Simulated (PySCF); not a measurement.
PySCF 2.14 output of a UHF calculation on a single atom or ion in ANO-RCC-VTZP (8s7p4d2f1g, 72 functions), with scalar relativity by spin-free X2C-1e:

```
SCF conv_tol = 1e-09
number electrons alpha = 29  beta = 27
cycle= 1 E= -8131.16985450858  delta_E= -0.000112  |g|= 0.00176  |ddm|= 0.0113
cycle= 2 E= -8131.16985694106  delta_E= -2.43e-06  |g|= 0.00042  |ddm|= 0.00186
cycle= 3 E= -8131.16985714352  delta_E= -2.02e-07  |g|= 7.53e-05  |ddm|= 0.000768
cycle= 4 E= -8131.1698571524  delta_E= -8.88e-09  |g|= 8.15e-06  |ddm|= 0.000217
cycle= 5 E= -8131.16985715251  delta_E= -1.05e-10  |g|= 1.55e-06  |ddm|= 2.39e-05
converged SCF energy = -8131.16985715251  <S^2> = 2.0000525  2S+1 = 3.000035
```

The run itself started from symmetry-adapted Hartree-Fock orbitals and held the occupation by maximum overlap, so the iterations belong to that start.

Question: Which element, charge and spin multiplicity is this?

Answer: Ba (barium, neutral), multiplicity 3; the state was [Xe] 6p2, high-spin 3P determinant (an excited configuration).

Spin-orbit coupling, absent here, splits the open shell strongly.
